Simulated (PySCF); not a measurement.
O₂Ti, charge +1, doublet, at a GFN2-xTB geometry (such geometries of metal compounds can be far from the true shape) (the multiplicity is a formal guess). Base run: B3LYP/def2-SVP run with PySCF.

PySCF was given this input:
```python
from pyscf import gto, scf, dft, solvent

mol = gto.M(
    atom='''
Ti    0.29005829   -0.23640645    0.29063945
O     0.52329374    0.48577907   -1.18917929
O    -1.32095405    0.16433867    0.38992080
''',
    basis='def2-svp',
    charge=1,
    spin=1,
    verbose=3,
)

mf = dft.UKS(mol)
mf.xc = 'b3lyp'
mf.kernel()
mf.analyze()
```

Variants of this job, named by their change:

```json
[
 {"change": "base", "ΔE vs base (kcal/mol)": "0.000"},
 {"change": "model = IEF-PCM; solvent = tetrahydrofuran; r_probe = 0.5", "ΔE vs base (kcal/mol)": "-54.08"},
 {"change": "model = COSMO; solvent = tetrahydrofuran", "ΔE vs base (kcal/mol)": "-66.0"},
 {"change": "model = IEF-PCM; solvent = water", "ΔE vs base (kcal/mol)": "-80.8"},
 {"change": "model = IEF-PCM; solvent = tetrahydrofuran; lebedev_order = 11", "ΔE vs base (kcal/mol)": "-69.8"},
 {"change": "model = IEF-PCM; solvent = tetrahydrofuran; vdw_scale = 1.0", "ΔE vs base (kcal/mol)": "-92.4"},
 {"change": "model = IEF-PCM; solvent = tetrahydrofuran", "ΔE vs base (kcal/mol)": "-69.7"},
 {"change": "model = IEF-PCM; solvent = tetrahydrofuran; lebedev_order = 41", "ΔE vs base (kcal/mol)": "-69.7"},
 {"change": "model = IEF-PCM; solvent = 2-propanol", "ΔE vs base (kcal/mol)": "-77.2"},
 {"change": "model = C-PCM; solvent = tetrahydrofuran", "ΔE vs base (kcal/mol)": "-70.6"},
 {"change": "model = IEF-PCM; solvent = tetrahydrofuran; vdw_scale = 1.1", "ΔE vs base (kcal/mol)": "-79.3"},
 {"change": "model = IEF-PCM; solvent = acetonitrile", "ΔE vs base (kcal/mol)": "-79.4"}
]
```

The base is the gas phase, so ΔE is the electrostatic part of solvation at a fixed geometry, without cavity and dispersion terms.

Open shells are given as the SCF converged; they aren't shown to be the lowest states, and a large step between rows can be another state.
